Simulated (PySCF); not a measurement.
Run record: geometry optimisation, `CC(C)O[C@@H]1C=C[C@H]2C[C@H]21`.

Method: PBE0-D3(BJ)/def2-SVP geometry optimisation, gas phase (PySCF 2.14.0). Start geometry: GFN2-xTB. A driver script takes a list of jobs; this job's settings line and coordinates (Å) are shown.

Command:
```bash
OMP_NUM_THREADS=1 python probes_run.py task.json out
```

Input:
```
{"job": {"xc": "PBE0", "basis": "def2-SVP", "d3": "d3bj", "grid": 1, "kind": "geom"}, "charge": 0, "multiplicity": 1}
C     -2.738581    -0.197271     1.092081
C     -1.679449     0.537434     0.275945
C     -2.325926     1.362585    -0.839835
O     -0.807378    -0.448445    -0.257741
C      0.517902    -0.026793    -0.501829
C      1.193004    -0.998469    -1.438082
C      2.245616    -1.586212    -0.884890
C      2.494519    -1.084461     0.483681
C      2.815136     0.386833     0.566107
C      1.405247    -0.073967     0.742365
H     -3.256344    -0.908409     0.454556
H     -3.456498     0.508319     1.500953
H     -2.269954    -0.744003     1.905684
H     -1.111061     1.210027     0.937885
H     -2.979450     2.119666    -0.415068
H     -1.567754     1.858518    -1.441748
H     -2.907454     0.710482    -1.486372
H      0.513695     0.984531    -0.941566
H      0.804648    -1.165032    -2.426340
H      2.875164    -2.326129    -1.347900
H      2.880494    -1.755263     1.236584
H      3.076924     0.900147    -0.347616
H      3.345358     0.739915     1.438298
H      0.920407     0.015760     1.702404
```

Output:
```
step   0  E = -425.76227160  max force = 0.013615
step   1  E = -425.76497606  max force = 0.002482
step   2  E = -425.76501577  max force = 0.000672
step   3  E = -425.76501735  max force = 0.000599
step   4  E = -425.76501963  max force = 0.000253
optimisation converged
```

Energies in Eh; «max force» is the largest Cartesian gradient component in Eh/bohr.

How much energy does the optimisation release, in kcal/mol?

E(step 0) − E(last step) = 0.002748 Eh, which is 1.7 kcal/mol.

Main results: final energy -425.76502 Eh after 4 steps; dipole 1.23 D.

Rough CPU time on one thread of a shared machine: about 5 min.
Labels such as C1 count atoms from 1, the log's own numbers from 0.
